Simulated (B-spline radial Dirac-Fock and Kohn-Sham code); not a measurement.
Model: configuration-average Dirac-Fock orbitals. Program: a radial B-spline solver.

Q: This computed X-ray form factor belongs to an atom or ion in its tabulated ground configuration. Which?

```
sin θ/λ (Å⁻¹)     f₀
         0.11  1.975
         0.28  1.846
         0.33  1.791
         0.67  1.317
         0.79  1.145
         1.35  0.542
         1.61  0.378
         1.92  0.249
         2.28  0.158
```

A: B³⁺, with 2 electrons in 1s2. f₀ tends to the number of electrons as s goes to zero, which the first rows give only roughly, and the rate of fall reflects the nuclear charge, 5.

Q: This computed X-ray form factor belongs to an atom or ion in its tabulated ground configuration. Which?

```csv
sin θ/λ (Å⁻¹),f₀
0.09,6.971
0.1,6.964
0.19,6.873
0.28,6.728
0.9,4.811
1.09,4.142
2.39,1.655
2.91,1.384
4.31,1.000
```

A: Ti¹⁵⁺, with 7 electrons in [He] 2s2 2p3. f₀ tends to the number of electrons as s goes to zero, which the first rows give only roughly, and the rate of fall reflects the nuclear charge, 22.
